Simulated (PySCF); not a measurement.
Constitutional and geometric isomers with formula C2H5B. Isolated molecules, 0 K electronic values unless said otherwise. One relaxed conformer stands for each flexible species; it need not be the lowest. Strings in code marks are SMILES.

The four lowest singlet excitations (Tamm–Dancoff). Level of theory: PySCF with PBE0-D4/def2-TZVP. Excitations are Tamm–Dancoff values on a coarser integration grid. The basis has no diffuse functions, so Rydberg states are missing or too high.

| state | energy (eV) | wavelength (nm) | oscillator strength |
|---|---|---|---|
| S1 | 5.30 | 234 | 0.000 |
| S2 | 5.40 | 229 | 0.002 |
| S3 | 6.32 | 196 | 0.387 |
| S4 | 7.48 | 166 | 0.004 |

**Question.** Say which member gives these states.
(A) `B1CC1`
(B) `[H]/B=C/C`
(C) `BC=C`

**Answer.** C, `BC=C`
